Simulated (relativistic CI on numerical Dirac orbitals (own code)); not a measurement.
**Charge states of phosphorus**

Computed by Dirac-Coulomb-Breit CI, separate exchange-only KLI orbitals for each configuration, a model potential for QED, valence Slater integrals scaled by 0.9 (own radial code, finite nucleus).

Each species is treated in one configuration, given outside its closed core. Radial values are for the open shell of highest l, unscaled and averaged over j; ζ includes the Breit term. Labels give the leading LS character, summed over repeated terms.

```csv
Ion,Configuration,Its lowest level,LS weight (%),g_J,g√(J(J+1)),⟨r⟩ (bohr),⟨r²⟩ (bohr²),ζ (cm⁻¹)
P,3s2.3p3,4S°_3/2,100,2.002,3.88,2.385,6.807,253.6
P⁺,3s2.3p2,3P_0,100,,0.00,2.157,5.453,312
P²⁺,3s2.3p,2P°_1/2,100,0.666,0.58,1.994,4.607,375.3
P³⁺,3s2,1S_0,100,,0.00,,,
P⁴⁺,3s,2S_1/2,100,2.002,1.73,1.606,2.935,
P⁵⁺,2s2.2p6,1S_0,100,,0.00,,,
P⁶⁺,2s2.2p5,2P°_3/2,100,1.333,2.58,0.458,0.2592,4807
P⁷⁺,2s2.2p4,3P_2,99,1.497,3.67,0.4406,0.2385,5217
P⁸⁺,2s2.2p3,4S°_3/2,100,2.000,3.87,0.4248,0.2206,5654
P⁹⁺,2s2.2p2,3P_0,100,,0.00,0.4104,0.205,6120
P¹⁰⁺,2s2.2p,2P°_1/2,100,0.664,0.58,0.3974,0.1915,6616
P¹¹⁺,2s2,1S_0,100,,0.00,,,
P¹²⁺,2s,2S_1/2,100,2.001,1.73,0.4349,0.2208,
P¹³⁺,1s2,1S_0,100,,0.00,,,
```
